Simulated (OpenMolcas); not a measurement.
**What dynamic correlation does to the levels of Co7+**

| Quantity | Value |
| --- | --- |
| Program | OpenMolcas 26.06 |
| Basis | ANO-RCC-VQZP [7s6p4d3f2g1h] |
| Scalar Hamiltonian | DKH2, point nucleus |
| Active space | 2 electrons in 10 orbitals (3d 4d) |
| State averaging | 2S+1 = 3 even, 10 roots; 2S+1 = 1 even, 15 roots |
| Spin-orbit coupling | RASSI with atomic mean-field integrals over the reference wave functions, term energies averaged over their components |

Methods on the same reference wave functions:
A. CASSCF
B. SS-CASPT2, IPEA 0.25 Eh, imaginary shift 0.1 Eh (closed shells correlated: 3s 3p)

Energies in eV above 3d² ³F₂, the measured ground level; measured values from Sugar and Corliss, J. Phys. Chem. Ref. Data 10, 1097 (1981).

| Level | A | B | Measured |
| --- | --- | --- | --- |
| 3d² ³F₂ | 0.0000 | 0.0000 | 0.0000 |
| 3d² ³F₃ | 0.1774 | 0.1792 | 0.1773 |
| 3d² ³F₄ | 0.3974 | 0.399 | 0.3898 |
| 3d² ¹D₂ | 2.8750 | 2.448 | 2.4331 |
| 3d² ³P₀ | 3.2946 | 2.872 | 2.7653 |
| 3d² ³P₁ | 3.3595 | 2.937 | 2.8317 |
| 3d² ³P₂ | 3.5122 | 3.090 | 2.9824 |
| 3d² ¹G₄ | 4.3844 | 4.111 | 4.0121 |
| 3d² ¹S₀ | 10.4096 | 9.498 | 9.2055 |

Deviations, from unrounded energies. A percentage is the sum of absolute deviations over the sum of measured energies, with the sign that they share, or ± where signs differ.

| Against measurement | Levels | A | B |
| --- | --- | --- | --- |
| mean absolute deviation (cm-1) | 8 | 3600 | 740 |
| fine structure of the ground term (%) | 2 | +1.4 | +1.9 |
| other terms of the ground configuration (%) | 6 | +14.9 | +3.0 |

B lies closest to measurement on these levels. The largest miss of B in the table is 3d² ¹S₀, by +2400 cm-1. The ranking rests on the paired levels alone, and a cruder setting can come out closer through cancelling errors.

From A to B the spin-free energies of the other terms of 3d² shown, above ³F, scale by factors of 0.84 to 0.93, as is usual when dynamic correlation screens the repulsion within a d or f shell.

The lowest spin-free term lies below A's lowest term by 0.314 hartree in B.

CASPT2 does not keep the components of a term degenerate, so their means are used; among the terms shown or strongly mixed into the levels shown the widest spread is 940 cm-1 (3d² ¹G, B). Active for correlation alone: 4d; no level in the range computed is led by a configuration that fills it, so any true level of that kind is missing. Without dynamic correlation excited terms often stand tens of per cent too high (terms of higher spin than the ground term too low), and those without a measured partner can miss by more than the paired ones (holds for A). Computed and measured levels are paired by configuration, term and J; levels that our copy of the source lacks, or whose pairing is in doubt (as where it misses far off the trend of its configuration), stay unpaired and out of the deviations. Only configurations of the active space appear.
